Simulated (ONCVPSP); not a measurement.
## u(r) = r·R(r): atom against pseudo-atom (F (Z = 9))

Columns: radius, all-electron u(r) and pseudo u(r) of the 2p shell (level -38.15 eV) of fluorine in the configuration [He] 2s2 2p3.5; PBEsol, scalar-relativistic, ONCV scheme, ONCVPSP 4.0.1.

```json
{"r (bohr)": "0.072", "all-electron": "0.0914", "pseudo": "0.0325"}
{"r (bohr)": "0.145", "all-electron": "0.2744", "pseudo": "0.1267"}
{"r (bohr)": "0.217", "all-electron": "0.4652", "pseudo": "0.2671"}
{"r (bohr)": "0.290", "all-electron": "0.6355", "pseudo": "0.4381"}
{"r (bohr)": "0.362", "all-electron": "0.7695", "pseudo": "0.6134"}
{"r (bohr)": "0.435", "all-electron": "0.8697", "pseudo": "0.7771"}
{"r (bohr)": "0.507", "all-electron": "0.9357", "pseudo": "0.9089"}
{"r (bohr)": "0.580", "all-electron": "0.9736", "pseudo": "1.0025"}
{"r (bohr)": "0.652", "all-electron": "0.9874", "pseudo": "1.0525"}
{"r (bohr)": "0.725", "all-electron": "0.9825", "pseudo": "1.0639"}
{"r (bohr)": "0.798", "all-electron": "0.9632", "pseudo": "1.0433"}
{"r (bohr)": "0.870", "all-electron": "0.9335", "pseudo": "1.0010"}
{"r (bohr)": "0.942", "all-electron": "0.8964", "pseudo": "0.9461"}
{"r (bohr)": "1.015", "all-electron": "0.8535", "pseudo": "0.8854"}
{"r (bohr)": "1.088", "all-electron": "0.8075", "pseudo": "0.8250"}
{"r (bohr)": "1.160", "all-electron": "0.7605", "pseudo": "0.7684"}
{"r (bohr)": "1.232", "all-electron": "0.7129", "pseudo": "0.7156"}
{"r (bohr)": "1.305", "all-electron": "0.6650", "pseudo": "0.6656"}
{"r (bohr)": "1.378", "all-electron": "0.6182", "pseudo": "0.6182"}
{"r (bohr)": "1.450", "all-electron": "0.5735", "pseudo": "0.5735"}
{"r (bohr)": "1.522", "all-electron": "0.5306", "pseudo": "0.5306"}
{"r (bohr)": "1.595", "all-electron": "0.4893", "pseudo": "0.4893"}
{"r (bohr)": "1.668", "all-electron": "0.4502", "pseudo": "0.4502"}
{"r (bohr)": "1.740", "all-electron": "0.4139", "pseudo": "0.4139"}
{"r (bohr)": "1.812", "all-electron": "0.3799", "pseudo": "0.3799"}
{"r (bohr)": "1.885", "all-electron": "0.3479", "pseudo": "0.3479"}
```

How many radial nodes do the two functions have?

The all-electron 2p function has n − l − 1 = 0; the pseudo-wave has 0.

At about which radius was the pseudo-wave matched?

1.45 bohr, where the columns begin to agree (steps of 0.07 bohr).

Where does each function peak?

Outermost all-electron maximum near 0.65 bohr, pseudo maximum near 0.72 bohr (to the table’s step).

Is the pseudo-wave norm-conserving?

Yes: the ONCV scheme keeps the norm inside the radius equal to the all-electron one, which fixes the energy derivative of the logarithmic derivative at the level.
